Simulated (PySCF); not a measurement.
Sn(H)(Me) (CH4Sn), SMILES [CH3][SnH] (connectivity only; charge and spin as stated), neutral, multiplicity 1.

The structure is a stationary point at r2SCAN-D4/def2-TZVP. The def2 effective core potentials stand for the cores of Sn; spin–orbit coupling is left out.

These are PBE/def2-TZVPD in PySCF values and carry that method's errors.

Symmetry labels are those of the subgroup Cs that the program uses (full group Cs).

Computed valence orbital energies around the gap with their symmetry:
```csv
orbital,symmetry,energy (eV)
HOMO−7,A',-24.95
HOMO−6,A',-24.86
HOMO−5,A',-16.66
HOMO−4,A',-11.18
HOMO−3,A',-9.57
HOMO−2,A",-9.52
HOMO−1,A',-6.61
HOMO,A',-5.29
LUMO,A",-3.39
LUMO+1,A',-0.64
LUMO+2,A',-0.01
LUMO+3,A',0.42
```
